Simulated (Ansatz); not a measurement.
# Relative stability

The two ends of one reaction step of SiHBrCl2, singlet (PBE0-D4/def2-TZVP).

A:

Si1  (0.525, 1.227, -0.588)
Br2  (0.362, -1.906, -0.730)
H3  (0.008, -1.833, 0.647)
Cl4  (0.643, 1.074, 1.506)
Cl5  (-1.538, 1.437, -0.835)
(Å)

B:

```
atom    x (Å)    y (Å)    z (Å)
 Si1   0.4508   0.7129  -1.1131
 Br2   0.1435  -1.5538  -1.2505
  H3   0.3123  -0.8629   1.5265
 Cl4   0.6173   0.3412   1.8557
 Cl5  -1.5240   1.3625  -1.0186
```

Computed with Ansatz 0.2.0 (basis: def2-TZVPP); correlated methods freeze the cores. Filled d shells of the heavier atoms are correlated. The def2 sets are not built for correlating such inner shells, so the correlated values are less sure here. B3LYP uses VWN-RPA correlation.

Q: Which structure is lower at CCSD(T), and by how much? (Judge from chemistry; the value comes from the calculation.)

A: Computed: A, by 0.41 kcal/mol (electronic energy, against the other); a gap this small isn't resolved in one triple-zeta basis. By their contacts, A is a complex of SiCl₂ + HBr and B is a complex of SiBrCl + HCl.

Q: Do the other methods give the same order? (A judgement: the text doesn't fix the answer.)

A: By the calculation: Not all: SPW92, PBE-D4, PBE0-D4, r2SCAN0-D4, PBE-QIDH give the other order.

```csv
method,E(B) − E(A) (kcal/mol)
SPW92,-0.46
PBE-D4,-0.35
BLYP-D4,0.02
r2SCAN-D4,0.04
B97M-V,0.92
PBE0-D4,-0.22
B3LYP-D4,0.11
r2SCAN0-D4,-0.02
BHLYP-D4,0.20
CAM-B3LYP-D4,0.59
wB97X-V,0.59
wB97M-V,0.31
B2PLYP,0.22
PBE-QIDH,-0.01
RPA on PBE,0.63
HF,0.69
MP2,0.18
CCSD,0.57
CCSD(T),0.41
```

The T1 diagnostic stays at or below 0.011.

For scale, one of the runs: CCSD(T)/def2-TZVPP, 188 basis functions (an equivalent command: `ansatz run in.yaml --threads 4`). The run took 56 s on 4 CPU threads (shared host), with 1.8 GiB of host memory at its peak.
